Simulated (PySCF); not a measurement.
C₄H₆Si, SMILES C#C[SiH2]C=C.

The structure is a stationary point at r2SCAN-D4/def2-SVP. One conformer was computed; it need not be the lowest.

These are TDA-PBE/def2-SVPD run with PySCF 2.14.0 values and carry that method's errors.

Vertical excitations. The molecule is in vacuum.

Computed UV-visible absorptions:
```
state  energy (eV)  λ (nm)      f                                                                main pairs
-----  -----------  ------  -----  ------------------------------------------------------------------------
S1            5.28     235  0.002                        HOMO−1→LUMO 74 %, HOMO→LUMO 12 %, HOMO−2→LUMO 12 %
S2            5.36     231  0.016                        HOMO→LUMO 54 %, HOMO−1→LUMO 21 %, HOMO−2→LUMO 19 %
S3            5.94     209  0.000                    HOMO−1→LUMO+1 59 %, HOMO→LUMO+1 20 %, HOMO→LUMO+2 18 %
S4            5.99     207  0.011  HOMO→LUMO+1 40 %, HOMO−2→LUMO+1 28 %, HOMO−1→LUMO+2 8 %, HOMO→LUMO+2 8 %
S5            6.08     204  0.015                  HOMO→LUMO+2 52 %, HOMO−1→LUMO+1 25 %, HOMO−2→LUMO+2 11 %
S6            6.19     200  0.001                   HOMO−1→LUMO+2 43 %, HOMO−2→LUMO+1 42 %, HOMO→LUMO+1 9 %
S7            6.26     198  0.001                                      HOMO−2→LUMO+2 73 %, HOMO→LUMO+2 13 %
S8            6.51     190  0.003                                                          HOMO−3→LUMO 93 %
S9            6.95     178  0.063                                                          HOMO−4→LUMO 76 %
S10           7.07     175  0.066                                                        HOMO−3→LUMO+1 70 %
T1            4.29     289      0                                          HOMO−2→LUMO 48 %, HOMO→LUMO 46 %
T2            4.78     259      0    HOMO−1→LUMO 24 %, HOMO−1→LUMO+2 21 %, HOMO→LUMO+1 19 %, HOMO→LUMO 12 %
T3            5.08     244      0                      HOMO−1→LUMO 52 %, HOMO→LUMO+1 20 %, HOMO−2→LUMO 11 %
T4            5.14     241      0  HOMO−1→LUMO+1 27 %, HOMO→LUMO 22 %, HOMO−2→LUMO 19 %, HOMO−1→LUMO+2 11 %
```
Triplets are in the Tamm–Dancoff approximation.
